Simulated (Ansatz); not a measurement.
`C[Si](C)(F)Cl` + H₂S → `C[Si](C)(F)S` + HCl at 400 K and 1 bar (ligand exchange at the Si–Cl bond).

Computed with Ansatz on PBE0-D4/def2-TZVP structures; ΔE is electronic, products minus reactants. CBS: MP2 limit from def2 TZ/QZ plus the TZ coupled-cluster correction, frozen cores. This one scheme is used for every species. One conformer a species, not always the lowest.

| species | CCSD(T)/CBS energy (Eh) | H − E (kJ/mol) | S (J/(mol·K)) |
| --- | --- | --- | --- |
| `C[Si](C)(F)Cl` | -928.52649 | 241.5 | 391.1 |
| H₂S | -398.97279 | 53.4 | 215.9 |
| `C[Si](C)(F)S` | -867.09893 | 265.5 | 414.0 |
| HCl | -460.38127 | 29.6 | 195.4 |

H − E and S are ideal-gas, rigid-rotor, harmonic terms from PBE0-D4/def2-TZVP, for one conformer and one mirror image of each species. 1 Eh = 2625.50 kJ/mol, R = 8.31446 J/(mol·K).

**Question.** By hand: ΔE, ΔH, ΔS and ΔG.

**Answer.** ΔE = (-867.09893) + (-460.38127) − (-928.52649) − (-398.97279) = 0.01908 Eh = 50.1 kJ/mol. Δ(H − E) = 265.5 + 29.6 − 241.5 − 53.4 = 0.2, so ΔH = 50.3 kJ/mol. ΔS = 414.0 + 195.4 − 391.1 − 215.9 = 2.4 J/(mol·K). ΔG = 50.3 − 400 × (2.4)/1000 = 49.3 kJ/mol.

**Question.** By hand: the equilibrium constant, and the temperature at which ΔG would vanish if ΔH and ΔS stayed fixed.

**Answer.** log₁₀ K = −ΔG/(RT ln 10) = -6.4. ΔG = 0 at ΔH/ΔS = 20958 K, far beyond where these terms or the molecules hold.

The number of gas molecules stays the same, so ΔS is small and ΔH decides. A doubt of 5 kJ/mol in ΔE shifts log₁₀ K by 0.7 here. Other conformers and mirror images would add mixing entropy, several J/(mol·K) or more a flexible species. These are equilibria of isolated gas molecules and say nothing of rates. Largest T1 diagnostic: 0.011 (customary marks: 0.02 for closed shells, 0.045 for open ones).
